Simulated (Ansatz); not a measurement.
One geometry of `N[AsH]CO`, several functionals.

```yaml
crystal:
  periodic: [false, false, false]
  atoms:
    - {symbol: N, position_ang: [-1.087372, 1.523434, 0.361928]}
    - {symbol: As, position_ang: [0.643205, 1.036933, -0.066597]}
    - {symbol: C, position_ang: [0.555576, -0.949858, -0.012089]}
    - {symbol: O, position_ang: [-0.031201, -1.481854, -1.177245]}
    - {symbol: H, position_ang: [-1.567537, 0.867845, 0.965318]}
    - {symbol: H, position_ang: [-1.637462, 1.653637, -0.475822]}
    - {symbol: H, position_ang: [1.195399, 1.139766, 1.353454]}
    - {symbol: H, position_ang: [1.570051, -1.335188, 0.161146]}
    - {symbol: H, position_ang: [-0.070326, -1.264668, 0.825030]}
    - {symbol: H, position_ang: [0.512666, -1.241148, -1.932223]}
basis:
  gaussian: {orbitals: def2-TZVPP}
hamiltonian: {xc: {name: BHLYP}, dispersion: d4}
output: {orbitals: {seedname: orbitals}}
```

```sh
$ ansatz run in.yaml --threads 4 --pin off --events-out ev --progress --plain --max-ram 10444MiB
```

Output, abridged:

```
Functional definition: BHLYP
1379 factors; their error is unknown
mean field evaluation 1: about -65503.8757 eV, gradient 6.3e1 eV
mean field evaluation 2: about -65501.1241 eV, gradient 7.2e1 eV
mean field evaluation 4: about -65511.0970 eV, gradient 2.8e0 eV
mean field evaluation 8: about -65511.1156 eV, gradient 3.9e-2 eV
mean field evaluation 16: about -65511.6290 eV, gradient 1.3e-4 eV
mean field -65511.62900814 eV, -2407.5079606720 hartree, gradient 2.8e-5 eV, S^2 0.000000; 0 other end points of the search recorded, 0 dependent functions left out
reference -65511.62918091 eV, -2407.5079670211 hartree; 30, 30 occupied and 195, 195 virtual orbitals, 1379 factors
Total energy: -65511.85295451 eV, -2407.5161905495 hartree
```

Hardware: 4 threads of an Intel Xeon Platinum 8259CL on a shared host. Wall time 2.8 s, peak host memory 0.57 GiB.

The same input with `hamiltonian: {xc: {name: B2PLYP}}` (abridged; 5 s):

```
Functional definition: B2PLYP
mean field evaluation 16: about -65493.0687 eV, gradient 3.3e-4 eV
mean field -65493.06866760 eV, -2406.8258807379 hartree, gradient 3.7e-6 eV, S^2 0.000000
12 core orbitals not correlated: weight in the atoms' cores, before any rotation towards them, 1.000 or more for the frozen orbitals, at most 0.000 for the correlated occupied ones
second order -29.73601230 eV of doubles, -0.00000000 eV of singles
Total energy: -65501.09755248 eV, -2407.1209368151 hartree
```

Changing it to `hamiltonian: {xc: {name: BLYP}, dispersion: d4}` (abridged; 1.8 s):

```
Functional definition: BLYP
mean field evaluation 16: about -65514.5915 eV, gradient 4.5e-4 eV
mean field -65514.59149924 eV, -2407.6168302121 hartree, gradient 4.1e-5 eV, S^2 0.000000
Total energy: -65515.00524887 eV, -2407.6320352304 hartree
```

The same input with `hamiltonian: {xc: r2scan, dispersion: d4}` and forces (abridged; 3.5 s):

```
Functional definition: r2SCAN
mean field evaluation 16: about -65512.0102 eV, gradient 7.9e-3 eV
mean field -65512.01020328 eV, -2407.5219693351 hartree, gradient 2.5e-5 eV, S^2 0.000000
Total energy: -65512.05486060 eV, -2407.5236104612 hartree
Atom 0 force    -0.095615     0.105056     0.067821 eV/Å
Atom 1 force     0.142721     0.114762    -0.072899 eV/Å
Atom 2 force     0.133560    -0.019042     0.250284 eV/Å
Atom 3 force    -0.183728    -0.134251    -0.201118 eV/Å
Atom 4 force    -0.018258    -0.039131    -0.002934 eV/Å
Atom 5 force    -0.010780    -0.025978    -0.018072 eV/Å
Atom 6 force    -0.013499    -0.015875     0.004732 eV/Å
Atom 7 force     0.015512    -0.005818     0.008954 eV/Å
Atom 8 force    -0.006575    -0.002439    -0.010793 eV/Å
Atom 9 force     0.036661     0.022716    -0.025974 eV/Å
Dipole moment:     0.070795    -0.157542    -0.047790 e Å
```

With the line `hamiltonian: {xc: {name: r2SCANh}, dispersion: d4}` (abridged; 3.9 s):

```
Functional definition: r2SCANh
mean field evaluation 16: about -65511.5865 eV, gradient 2.1e-4 eV
mean field -65511.58652912 eV, -2407.5063995968 hartree, gradient 1.2e-5 eV, S^2 0.000000
Total energy: -65511.63380412 eV, -2407.5081369213 hartree
```

Changing it to `hamiltonian: {xc: {name: B97M-V}}` (abridged; 6 s):

```
Functional definition: B97M-V
mean field evaluation 16: about -65502.6397 eV, gradient 1.1e-3 eV
mean field -65502.63970435 eV, -2407.1776098509 hartree, gradient 3.8e-5 eV, S^2 0.000000
Total energy: -65502.63975821 eV, -2407.1776118305 hartree
```
